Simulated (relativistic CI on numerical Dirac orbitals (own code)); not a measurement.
# Hyperfine structure of Nb³¹⁺, mass number 93

Calculated at this level of theory: Dirac-Coulomb-Breit CI, orbitals from a KLI potential per configuration, a model potential for QED, unscaled Slater integrals (own radial code, finite nucleus).

Configurations in the expansion (outside the closed core 1s2): 2s²2p⁶, 2s²2p⁵3s, 2s²2p⁵3p, 2s²2p⁵3d, 2s2p⁶3s, 2s2p⁶3p, 2s2p⁶3d, 2s²2p⁵4s, 2s²2p⁵4p, 2s²2p⁵4d, 2s²2p⁵4f, 2s2p⁶4s, 2s2p⁶4p, 2s²2p⁴3s², 2s2p⁶4d, 2s2p⁶4f. Levels of other configurations are missing.

Nuclear spin I = 9/2, μ = 6.163 μN, Q = -0.32 b (tables of Stone and Pyykkö). The electronic factors are computed for point nuclear moments, without core polarisation or the Bohr-Weisskopf and QED corrections.

```json
{"Level": "2s²2p⁵3s ³P°2", "E (Ry)": "165.058", "A (GHz)": "313.3", "B (GHz)": "70.6"}
{"Level": "2s²2p⁵3s ¹P°1", "E (Ry)": "165.344", "A (GHz)": "8.248", "B (GHz)": "32.2"}
{"Level": "2s²2p⁵3p ³D2", "E (Ry)": "169.847", "A (GHz)": "180", "B (GHz)": "70.1"}
{"Level": "2s²2p⁵3p ³D3", "E (Ry)": "171.503", "A (GHz)": "100.8", "B (GHz)": "52.4"}
{"Level": "2s²2p⁵3p ¹P1", "E (Ry)": "171.521", "A (GHz)": "108.7", "B (GHz)": "-14.8"}
{"Level": "2s²2p⁵3p ³P2", "E (Ry)": "171.925", "A (GHz)": "100.5", "B (GHz)": "0.864"}
{"Level": "2s²2p⁵3s ³P°1", "E (Ry)": "172.420", "A (GHz)": "852.5", "B (GHz)": "3.04"}
{"Level": "2s²2p⁵3p ³D1", "E (Ry)": "176.951", "A (GHz)": "587.7", "B (GHz)": "0.00828"}
```

Levels with J = 0, under 50 % of one LS term, or S terms without an open s electron are left out. Small factors come from cancelling terms and can be off by tens of per cent or more.

At this charge energies of transitions that change n are usually good to better than 1 %, and those within a shell (Δn = 0) to a few per cent.

(1) Give the hyperfine levels of 2s²2p⁵3s ³P°2 relative to its centre of gravity.

Results:

(1) With K = F(F + 1) − I(I + 1) − J(J + 1), E = AK/2 + B[¾K(K + 1) − I(I + 1)J(J + 1)]/[2I(2I − 1)J(2J − 1)]: F = 5/2: -3414, F = 7/2: -2348, F = 9/2: -960.5, F = 11/2: 762.7, F = 13/2: 2837 GHz.

LS names give the leading component of a level, which can be under half, so a name can repeat, a term be missing and a line seem to break the LS rules.
